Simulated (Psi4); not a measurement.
C₄H₇BO₂, singlet, geometry from GFN2-xTB, atoms displaced at random by about 0.03 Å a coordinate; PBE0/STO-3G, gradient (Psi4 1.11).

Here is a job for Psi4.
```
memory 2 GB

molecule {
0 1
B    -0.10179971    0.13168356    0.00977315
C    -0.46860802    0.22339565    1.49591259
C    -0.72539317    0.24262992    2.69113909
H    -0.91865525    0.32390425    3.68666410
O     0.83423746   -0.62140125   -0.52837126
C     1.71883560   -1.46592977    0.29302720
H     1.47043465   -1.38201387    1.35317114
H     1.58024494   -2.45009501   -0.06003037
H     2.69776311   -1.08041486    0.12990737
O    -0.89922093    0.89587626   -0.88078570
C    -0.70370239    0.91146093   -2.17910427
H    -0.52366138   -0.15922011   -2.60161141
H    -1.56187836    1.27977985   -2.70045499
H     0.16000382    1.46146660   -2.52476546
symmetry c1
no_reorient
no_com
}

set {
  basis sto-3g
}

gradient('pbe0')
print_variables()
```

Problem. What does Psi4 print? Leave out banner, timings and long lists.

Solution. 
```
gradient() will perform analytic gradient computation.

   => Loading Basis Set <=

    Name: STO-3G
    Role: ORBITAL
    Keyword: BASIS

         ---------------------------------------------------------
                                   SCF
               by Justin Turney, Rob Parrish, Andy Simmonett
                          and Daniel G. A. Smith
                              RKS Reference
         ---------------------------------------------------------

  ==> Geometry <==

    Molecular point group: c1
    Full point group: C1

    Geometry (in Angstrom), charge = 0, multiplicity = 1:

       Center              X                  Y                   Z               Mass
    ------------   -----------------  -----------------  -----------------  -----------------
         B           -0.101799710000     0.131683560000     0.009773150000    11.009305360000
         C           -0.468608020000     0.223395650000     1.495912590000    12.000000000000
         C           -0.725393170000     0.242629920000     2.691139090000    12.000000000000
         H           -0.918655250000     0.323904250000     3.686664100000     1.007825032230
         O            0.834237460000    -0.621401250000    -0.528371260000    15.994914619570
         C            1.718835600000    -1.465929770000     0.293027200000    12.000000000000
         H            1.470434650000    -1.382013870000     1.353171140000     1.007825032230
         H            1.580244940000    -2.450095010000    -0.060030370000     1.007825032230
         H            2.697763110000    -1.080414860000     0.129907370000     1.007825032230
         O           -0.899220930000     0.895876260000    -0.880785700000    15.994914619570
         C           -0.703702390000     0.911460930000    -2.179104270000    12.000000000000
         H           -0.523661380000    -0.159220110000    -2.601611410000     1.007825032230
         H           -1.561878360000     1.279779850000    -2.700454990000     1.007825032230
         H            0.160003820000     1.461466600000    -2.524765460000     1.007825032230

  Running in c1 symmetry.

  Rotational constants: A =      0.11178  B =      0.07122  C =      0.04423 [cm^-1]
  Rotational constants: A =   3351.21171  B =   2135.19645  C =   1325.91829 [MHz]
  Nuclear repulsion =  269.908241103244336

  Charge       = 0
  Multiplicity = 1
  Electrons    = 52
  Nalpha       = 26
  Nbeta        = 26

  ==> Algorithm <==

  SCF Algorithm Type is DF.
  DIIS enabled.
  MOM disabled.
  Fractional occupation disabled.
  Guess Type is SAD.
  Energy threshold   = 1.00e-08
  Density threshold  = 1.00e-08
  Integral threshold = 1.00e-12

  ==> Primary Basis <==

  Basis Set: STO-3G
    Blend: STO-3G
    Number of shells: 28
    Number of basis functions: 42
    Number of Cartesian functions: 42
    Spherical Harmonics?: true
    Max angular momentum: 1

  ==> DFT Potential <==

   => LibXC <=

    Version 7.1.2
    S. Lehtola, C. Steigemann, M. J. T. Oliveira, and M. A. L. Marques,  SoftwareX 7, 1–5 (2018) (10.1016/j.softx.2017.11.002)

   => Composite Functional: PBE0 <=

    PBE0 Hyb-GGA Exchange-Correlation Functional

    C. Adamo and V. Barone,  J. Chem. Phys. 110, 6158 (1999) (10.1063/1.478522)
    M. Ernzerhof and G. E. Scuseria,  J. Chem. Phys. 110, 5029 (1999) (10.1063/1.478401)

    Deriv               =              1
    GGA                 =           TRUE
    Meta                =          FALSE

    Exchange Hybrid     =           TRUE
    MP2 Hybrid          =          FALSE

   => Exchange Functionals <=

    0.7500   Perdew, Burke & Ernzerhof

   => Exact (HF) Exchange <=

    0.2500               HF

   => Correlation Functionals <=

    1.0000   Perdew, Burke & Ernzerhof

   => LibXC Density Thresholds  <==

    XC_HYB_GGA_XC_PBEH:  1.00E-15

   => Molecular Quadrature <=

    Radial Scheme          =       TREUTLER
    Pruning Scheme         =           NONE
    Nuclear Scheme         =       TREUTLER

[...]
  @DF-RKS Final Energy:  -327.30404135105329
    Total Energy =                       -327.3040413510532858
[...]
         H           -0.523661380000    -0.159220110000    -2.601611410000     1.007825032230
         H           -1.561878360000     1.279779850000    -2.700454990000     1.007825032230
         H            0.160003820000     1.461466600000    -2.524765460000     1.007825032230

  Nuclear repulsion =  269.908241103244336

  ==> Basis Set <==

  Basis Set: STO-3G
    Blend: STO-3G
    Number of shells: 28
    Number of basis functions: 42
    Number of Cartesian functions: 42
    Spherical Harmonics?: true
    Max angular momentum: 1

  ==> DFJKGrad: Density-Fitted SCF Gradients <==

    Gradient:                    1
    J tasked:                  Yes
    K tasked:                  Yes
    wK tasked:                  No
    Integrals threads:           1
    Schwarz Cutoff:          1E-12
    Fitting Condition:       1E-10

   => Auxiliary Basis Set <=

  Basis Set: (STO-3G AUX)
    Blend: DEF2-UNIVERSAL-JKFIT
    Number of shells: 217
    Number of basis functions: 655
    Number of Cartesian functions: 771
    Spherical Harmonics?: true
    Max angular momentum: 4

  ==> DFT Potential <==

   => LibXC <=

    Version 7.1.2
    S. Lehtola, C. Steigemann, M. J. T. Oliveira, and M. A. L. Marques,  SoftwareX 7, 1–5 (2018) (10.1016/j.softx.2017.11.002)

   => Composite Functional: PBE0 <=

    PBE0 Hyb-GGA Exchange-Correlation Functional

    C. Adamo and V. Barone,  J. Chem. Phys. 110, 6158 (1999) (10.1063/1.478522)
    M. Ernzerhof and G. E. Scuseria,  J. Chem. Phys. 110, 5029 (1999) (10.1063/1.478401)

    Deriv               =              1
    GGA                 =           TRUE
    Meta                =          FALSE

    Exchange Hybrid     =           TRUE
    MP2 Hybrid          =          FALSE

   => Exchange Functionals <=

    0.7500   Perdew, Burke & Ernzerhof

   => Exact (HF) Exchange <=

    0.2500               HF

   => Correlation Functionals <=

    1.0000   Perdew, Burke & Ernzerhof

   => LibXC Density Thresholds  <==

    XC_HYB_GGA_XC_PBEH:  1.00E-15

   => Molecular Quadrature <=

    Radial Scheme          =       TREUTLER
    Pruning Scheme         =           NONE
    Nuclear Scheme         =       TREUTLER

    Blocking Scheme        =         OCTREE
    BS radius alpha        =              1
    Pruning alpha          =              1
    Radial Points          =             75
    Spherical Points       =            302
    Total Points           =         295919
    Total Blocks           =           2232
    Max Points             =            256
    Max Functions          =             39
    Weights Tolerance      =       1.00E-15

  -Total Gradient:
     Atom            X                  Y                   Z
    ------   -----------------  -----------------  -----------------
       1        0.055210228040    -0.043987611928     0.010155518974
       2        0.006397254645     0.001628172217    -0.039902696371
       3       -0.022124823502     0.001595202214     0.101635582845
       4        0.013631509288    -0.003082977192    -0.063531733272
       5       -0.038848265864     0.030599203743     0.015213782275
       6        0.040247788064    -0.048133664459    -0.001082569106
       7        0.002537750286     0.002568441757    -0.010086264644
       8       -0.003029871423     0.043737212326     0.011082956120
       9       -0.036304951728    -0.002429623659     0.004582406882
      10        0.007419997094     0.006576667875    -0.162457782229
      11       -0.037883685647     0.075136602566     0.121759185623
      12        0.005556366560    -0.029807195520    -0.006833795591
      13        0.027200496030    -0.015651804977     0.014183571964
      14       -0.020069073345    -0.018716951268     0.005165139269

  Variable Map:
  ----------------------------------------------------------------------------
[...]
  Array Variable Map:
  ----------------------------------------------------------------------------
[...]
[...]
```
